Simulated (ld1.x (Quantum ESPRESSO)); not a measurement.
Configuration tests for zirconium (TM)

```json
{
 "Element": "zirconium (Zr)",
 "Generator": "ld1.x (Quantum ESPRESSO) 7.5",
 "Type": "norm-conserving Troullier–Martins (Kleinman–Bylander form)",
 "Functional": "LDA (PZ)",
 "Relativity": "scalar-relativistic",
 "Frozen core": "[Kr]",
 "Valence charge": "4",
 "Reference configuration": "4d2 5s1 5p0 (charge +1)",
 "Partial waves": "5s (bound): rc 3.10 bohr; 5p (bound, empty): rc 3.65 bohr; 4d (bound): rc 1.85 bohr",
 "Local potential": "all-electron potential smoothed inside 2.55 bohr (lloc = -1)",
 "Core correction": "none"
}
```

Energies are relative to the spin-unpolarised reference configuration 4d2 5s1 5p0; without spin polarisation the order of configurations can differ from experiment. Spin-polarised rows fill each open shell by Hund’s rule, majority spin first.

```tsv
valence configuration	charge	ΔE all-electron (eV)	error AE − PS (meV)
4d2 5s0 5p0	+2	13.241	+43
4d1 5s0 5p0	+3	36.062	+261
4d2 5s1.5 5p0	+0.5	-4.381	+1.6
4d2 5s0 5p1	+1	3.812	+4.5
4d1 5s2 5p1	0	-4.287	+6.1
4d2 5s1 5p0 (spin-polarised)	+1	-1.081	+1192
4d2 5s2 5p0 (spin-polarised)	0	-7.835	+702
```

Q: What are ΔE and the potential's error for 4d2 5s1 5p1?

A: ΔE = -4.235 eV all-electron; the error (AE − PS) is +3.8 meV.

Q: What are ΔE and the potential's error for 4d2 5s2 5p0?

A: ΔE = -7.352 eV all-electron; the error (AE − PS) is +0.3 meV.

Levels in the configuration 4d2 5s0 5p1:

| level | all-electron (eV) | pseudo (eV) |
| --- | --- | --- |
| 4d | -11.157 | -11.155 |
| 5p | -7.040 | -7.022 |

Note: ghost state, extra bound levels that the all-electron valence spectrum of the same l lacks: s at -14.4 eV. A true bound ghost makes a file unfit for plane-wave use.
